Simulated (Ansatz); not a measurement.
Coupled-cluster run, CH₅ClGeOSi (`[SiH3][C@H]1[O][Ge@@H]1[Cl]`).

```yaml
crystal:
  periodic: [false, false, false]
  atoms:
    - {symbol: Si, position_ang: [-0.787814, -0.203469, 1.435723]}
    - {symbol: C, position_ang: [0.176779, 0.630957, 0.065322]}
    - {symbol: O, position_ang: [1.558907, 0.177807, -0.105579]}
    - {symbol: Ge, position_ang: [0.583413, -0.248510, -1.563231]}
    - {symbol: Cl, position_ang: [1.106204, 0.899879, -3.278251]}
    - {symbol: H, position_ang: [-0.203508, 0.123716, 2.762730]}
    - {symbol: H, position_ang: [-2.199421, 0.260443, 1.382854]}
    - {symbol: H, position_ang: [-0.736623, -1.675089, 1.230875]}
    - {symbol: H, position_ang: [0.067534, 1.713949, -0.034440]}
    - {symbol: H, position_ang: [0.517430, -1.730885, -1.893103]}
basis:
  gaussian: {orbitals: def2-TZVPP}
correlation: {method: ccsd_t}
```

```sh
$ ansatz run in.yaml --threads 4 --pin off --events-out ev --progress --plain --max-ram 10444MiB
```

The program prints (abridged):

```
Functional definition: HF
1589 factors; integrals over basis functions are off by at most 9.9e-4 eV
mean field evaluation 1: about -79983.2843 eV, gradient 4.1e1 eV
mean field evaluation 2: about -79983.5790 eV, gradient 4.1e1 eV
mean field evaluation 4: about -79987.7522 eV, gradient 4.6e0 eV
mean field evaluation 8: about -79987.8449 eV, gradient 4.1e-1 eV
mean field evaluation 16: about -79987.8464 eV, gradient 2.3e-6 eV
mean field -79987.84636389 eV, -2939.4991361633 hartree, gradient 2.3e-6 eV, S^2 0.000000; 0 other end points of the search recorded, 0 dependent functions left out
21 core orbitals not correlated: weight in the atoms' cores, before any rotation towards them, 1.000 or more for the frozen orbitals, at most 0.000 for the correlated occupied ones
reference -79987.84636389 eV, -2939.4991361633 hartree; 20, 20 occupied and 223, 223 virtual orbitals, 1589 factors
second order -26.39812919 eV of doubles, -0.00000000 eV of singles
cycle   1  -26.51561532 eV  change   -1.2e-1 eV  update   1.3e-1
cycle   2  -27.29568434 eV  change   -7.8e-1 eV  update   4.3e-2
cycle   3  -27.48873230 eV  change   -1.9e-1 eV  update   2.3e-2
cycle   4  -27.47250502 eV  change    1.6e-2 eV  update   6.1e-3
cycle   5  -27.46832312 eV  change    4.2e-3 eV  update   3.2e-3
cycle   6  -27.46998185 eV  change   -1.7e-3 eV  update   1.0e-3
cycle   7  -27.46969818 eV  change    2.8e-4 eV  update   5.0e-4
cycle   8  -27.46956426 eV  change    1.3e-4 eV  update   1.6e-4
cycle   9  -27.46964316 eV  change   -7.9e-5 eV  update   7.2e-5
cycle  10  -27.46963741 eV  change    5.7e-6 eV  update   2.4e-5
perturbative correction -1.18939256 eV, -0.0437093706 hartree
Total energy: -80016.50539387 eV, -2940.5523360892 hartree
```

Hardware: 4 threads of an AMD EPYC 7B13 on a shared host. Wall time 3.6 min, peak host memory 6.2 GiB.

MP2 recovers 92.1 % of the CCSD(T) correlation energy and the triples give 4.2 %; T1 = 0.0135.
